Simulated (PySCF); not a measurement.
**Ionisation energy of Bi⁴⁹⁺ by level of theory**

Bi⁴⁹⁺ [Ar] 3d10 4s2 4p4 [4p1/2^2 4p3/2^2, M_J = 2] → Bi⁵⁰⁺ [Ar] 3d10 4s2 4p3 [4p1/2^2 4p3/2^1, M_J = 3/2], as a difference of total energies. All numbers are calculated (PySCF 2.14, the two-component X2C-1e Hamiltonian, in an uncontracted even-tempered set (16 s from 7.1 bohr⁻², ratio 2.8; 14 p from 9.3 bohr⁻², ratio 2.8; 8 d from 16 bohr⁻², ratio 2.8; 4 f from 41 bohr⁻², ratio 3)). Correlated levels: [Ne] frozen; the 78 highest virtual spinors dropped. "Screened" scales the spin-orbit matrix elements by Boettger's factors to mimic the two-electron term; Breit and QED terms are absent.

```csv
method,ionisation energy (eV)
GHF (spin-free),2805.4
GMP2 (spin-free),2806.9
GHF (screened spin-orbit),2765.1
GMP2 (screened spin-orbit),2766.0
```

Breit and QED terms and the two-electron picture change are absent.

The spin-free rows relax to the high-spin LS determinant and lack the spin-orbit shift.

The labels give the starting determinants; with spin-orbit coupling the two ends relaxed to ⟨J²⟩ = 6.00, ⟨L²⟩ = 3.36, ⟨S²⟩ = 1.47 and ⟨J²⟩ = 3.75, ⟨L²⟩ = 2.64, ⟨S²⟩ = 1.56.

For comparison: 2771 ± 4 eV (theoretical estimate listed by NIST; NIST Atomic Spectra Database, ionization energies).
